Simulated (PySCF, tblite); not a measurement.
Isomers of C4H7Cl2NSi. Level: GFN2-xTB in tblite, geometry and Hessian alike; calculated harmonic values, unscaled, isolated species. Against measured fundamentals such values can be off by several per cent, at times by over 20. Modes of hydrogen on silicon can be 10 to 20 % off. One conformer each.

Electronic energies: PBE0/pcSseg-1 single points on the GFN2-xTB geometries (PySCF, gas phase).

```tsv
SMILES	electronic energy, lowest = 0 (kcal/mol)
N#CC[Si@@H](Cl)CCCl	0.0
C=C[Si@H](N=C)C(Cl)Cl	56.3
C[Si@H](C#N)CC(Cl)Cl	26.8
```

Task: How do GFN2-xTB zero-point energies change the relative energies?

Result: 
```csv
SMILES,ZPE (kcal/mol),of it from modes above 1550 cm⁻¹,electronic (kcal/mol),"with ZPE, lowest = 0 (kcal/mol)",lowest mode (cm⁻¹),rings
N#CC[Si@@H](Cl)CCCl,63.7,32.2,0.0,0.0,35,0
C[Si@H](C#N)CC(Cl)Cl,62.5,32.4,26.8,25.6,32,0
C=C[Si@H](N=C)C(Cl)Cl,61.3,34.0,56.3,53.9,27,0
```

The zero-point energies span 2.4 kcal/mol, from `C=C[Si@H](N=C)C(Cl)Cl` to `N#CC[Si@@H](Cl)CCCl`. The order is unchanged.

Task: And how do the electronic energies of GFN2-xTB itself compare?

Result: `N#CC[Si@@H](Cl)CCCl` 0.0; `C[Si@H](C#N)CC(Cl)Cl` 38.6; `C=C[Si@H](N=C)C(Cl)Cl` 45.5 kcal/mol, lowest = 0. Against the energies above, taken from the same isomer `N#CC[Si@@H](Cl)CCCl`, the largest difference is 11.8 kcal/mol.

Task: What do entropy and thermal enthalpy add at 298.15 K and 1 bar (rigid rotor, harmonic oscillator, one conformer each)?

Result: 
```tsv
SMILES	point group	symmetry number	S (cal/(mol K))	H − H(0) (kcal/mol)	ZPE + H − H(0) − TS (kcal/mol)
N#CC[Si@@H](Cl)CCCl	C1	1	104.9	7.24	39.7
C[Si@H](C#N)CC(Cl)Cl	C1	1	107.5	7.63	38.0
C=C[Si@H](N=C)C(Cl)Cl	C1	1	110.0	7.76	36.3
```
